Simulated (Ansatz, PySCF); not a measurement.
Molecule: CH$_{5}$O$_{3}$Si (charge 0, doublet). It need not be the lowest isomer of its formula. 
Structure (B3LYP-D3(BJ)/def2-TZVP (Ansatz, a first-principles code) minimum search):
```xyz
10

C      1.4427     0.5362    -0.9364
Si    -0.0553    -0.0230     0.0113
O     -0.4148    -1.4799    -0.7098
O     -1.2001     1.1354    -0.1202
O      0.1431    -0.2762     1.6256
H      1.1967     0.7302    -1.9804
H      1.7908     1.4691    -0.4849
H      2.2470    -0.1975    -0.8950
H     -1.8772     1.1805     0.5597
H      0.5345    -1.1109     1.8967
```
Charge 0, spin multiplicity 2.

Quantity: atomisation energy (electronic, to ground-state atoms), in eV. Valence correlation only, unless marked. Open shells are spin-unrestricted. No spin-orbit coupling. Non-relativistic. The coupled-cluster limit lacks core correlation, which all-electron functionals hold. CBS(X,Y): correlation extrapolated as X^-3; Hartree-Fock from the larger set. [CCSD(T)-MP2]/basis is that difference in the basis named.

| level | program | atomisation energy (eV) | minus last row |
|---|---|---|---|
| PBE0/def2-TZVP | Ansatz | 39.87 | -0.72 |
| TPSSh/def2-TZVPD | PySCF | 39.79 | -0.80 |
| r2SCANh-D4/def2-TZVPD | Ansatz + dftd4 | 40.22 | -0.37 |
| r2SCAN0-D4/def2-TZVPD | Ansatz + dftd4 | 39.72 | -0.87 |
| r2SCAN0/def2-TZVPD | Ansatz | 39.67 | -0.92 |
| HSE06-D3(BJ)/def2-TZVPD | Ansatz + dftd3 | 40.06 | -0.53 |
| wB97M-V/def2-TZVPD | Ansatz | 40.47 | -0.12 |
| B2GP-PLYP-D4/def2-TZVPD | Ansatz + dftd4 | 39.80 | -0.79 |
| RPA@PBE/cc-pV(Q+d)Z | Ansatz | 38.13 | -2.46 |
| RI-MP2/CBS(cc-pV(T+d)Z,cc-pV(Q+d)Z)+[CCSD(T)-MP2]/cc-pV(T+d)Z | Ansatz | 40.59 | 0.00 |
